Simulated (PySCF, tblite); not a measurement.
Isomers of C3H6N2O2Si, one GFN2-xTB conformer each. Single-point energies are computed at PBE0/pcSseg-1 (PySCF, gas phase, no added dispersion term), electronic only.

| SMILES | GFN2-xTB relative energy (kcal/mol) |
| --- | --- |
| [SiH3]OCc1ncon1 | 0.0 |
| N#C[Si@@H](N)CC(=O)O | 27.0 |

Conformers: `[SiH3:1][O:2][CH2:3][c:4]1[n:5][cH:6][o:7][n:8]1` with Si1–O2–C3–C4 47°, O2–C3–C4–N5 -57°; `[N:1]#[C:2][Si@@H:3]([NH2:4])[CH2:5][C:6](=[O:7])[OH:8]` with C2–Si3–N4–H 164° and -53°, C2–Si3–C5–C6 52°, Si3–C5–C6–O7 82°, C5–C6–O8–H 176°.

Task: What does PBE0/pcSseg-1 give for the same structures?

Result: 
```csv
SMILES,PBE0/pcSseg-1 E (Eh),PBE0/pcSseg-1 (kcal/mol),GFN2-xTB (kcal/mol),point group
N#C[Si@@H](N)CC(=O)O,-666.83171,0.0,27.0,C1
[SiH3]OCc1ncon1,-666.74583,53.9,0.0,C1
```

GFN2-xTB puts [SiH3]OCc1ncon1 lowest instead. As drawn, the lower has a C=O bond, a C≡N group and an O–H bond, which the higher lacks; the higher has an aromatic ring, an N–O linkage and an Si–O bond, which the lower lacks.

Task: Which frontier levels, dipoles and rotational constants go with these structures?

Result: 
| SMILES | HOMO (eV, PBE0/pcSseg-1) | LUMO (eV) | dipole (D) | A, B, C (MHz) |
| --- | --- | --- | --- | --- |
| N#C[Si@@H](N)CC(=O)O | -8.10 | -0.67 | 4.30 | 2290, 1263, 954.7 |
| [SiH3]OCc1ncon1 | -8.32 | -1.12 | 2.09 | 4183, 1133, 952.0 |

Task: What happens when harmonic zero-point energies from GFN2-xTB frequencies are added?

Result: 
```tsv
SMILES	ZPE (kcal/mol)	electronic (kcal/mol)	with ZPE (kcal/mol)
N#C[Si@@H](N)CC(=O)O	58.3	0.0	0.0
[SiH3]OCc1ncon1	57.5	53.9	53.1
```

The zero-point energies span 0.8 kcal/mol. The order is unchanged.
